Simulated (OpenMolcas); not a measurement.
# 5s2 5p3 along the 51-electron sequence

```yaml
Program: OpenMolcas 26.06
Method: CASSCF
Basis: ANO-R2
Scalar_Hamiltonian: X2C, finite nucleus
Spin-orbit_coupling: state interaction with AMFI integrals over the reference wave functions, term energies averaged over their components
```

Active space for each ion: 5 electrons in 8 orbitals (5s 5p 6s 6p).

Computed levels in cm-1 above 4S* 3/2:

| Level | Te+ | I2+ | Xe3+ |
| --- | --- | --- | --- |
| 2D* 3/2 | 13740 | 15378 | 16859 |
| 2D* 5/2 | 16055 | 18734 | 21389 |
| 2P* 1/2 | 22150 | 25983 | 29646 |
| 2P* 3/2 | 25124 | 30550 | 36190 |
| weight of 4S* in the lowest level (%) | 96 | 94 | 91 |

Mixed levels, with the weight of the term that names them: I2+ 2P* 3/2 (75 %), Xe3+ 2D* 3/2 (75 %), Xe3+ 2P* 3/2 (72 %).

Measured, with the error of the calculation in %. Measured levels: Te+ from NIST Handbook of Basic Atomic Spectroscopic Data; Xe3+ from Saloman, J. Phys. Chem. Ref. Data 33, 765 (2004).

```
  Level            Te+           Xe3+
2D* 3/2  10222 (+34.4)  13267 (+27.1)
2D* 5/2  12422 (+29.2)  17511 (+22.1)
2P* 1/2   20547 (+7.8)   28036 (+5.7)
2P* 3/2   24032 (+4.5)   35650 (+1.5)
```

2D* 3/2 changes by a factor of 1.23 over the same range, with steps per unit of Z of +1640, +1480 cm-1.

Active for correlation alone: 6p 6s; no level in the range computed is led by a configuration that fills them, so any true level of that kind is missing. Measured partners are found by configuration, term and J. A level has none where our copy of the source lacks it or the pairing is in doubt (some pairs that miss far off the trend of their configuration count as doubtful), and it then counts in no deviation. Only configurations of the active space appear.

* marks odd parity.
